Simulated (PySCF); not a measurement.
## An isoelectronic set: 114 electrons

PBE in PySCF with def2-SVP on every atom (core potentials on Tl, Pb, Bi), for the lowest determinant that a PBE0 search found; no spin–orbit coupling. All have 114 electrons, 8 of them in the valence shells, and the same state, a triplet (π ↑↑). For ions De leads to the atom and ion picked by measured ionisation energies and electron affinities.

```tsv
species	difference of nuclear charges	Re (Å)	ωe (cm⁻¹)	k (mdyn/Å)	De (eV)	dissociates to	Mayer bond order
TlAs	48	2.852	153	0.755	1.90	Tl + As	1.16
GePb	50	2.692	198	1.26	2.74	Ge + Pb	1.97
GaBi	52	2.867	156	0.738	1.85	Ga + Bi	1.22
TlSe⁺	47	3.268	87.5	0.260	n/a	Tl⁺ + Se	0.42
AsPb⁺	49	2.733	195	1.24	n/a	As + Pb⁺	1.59
GeBi⁺	51	2.716	201	1.30	n/a	Ge + Bi⁺	1.82
```

These are scalar-relativistic numbers at best; spin–orbit coupling would shift them, the dissociation energy most. States were picked by a PBE0 search and need not be the measured ground states.
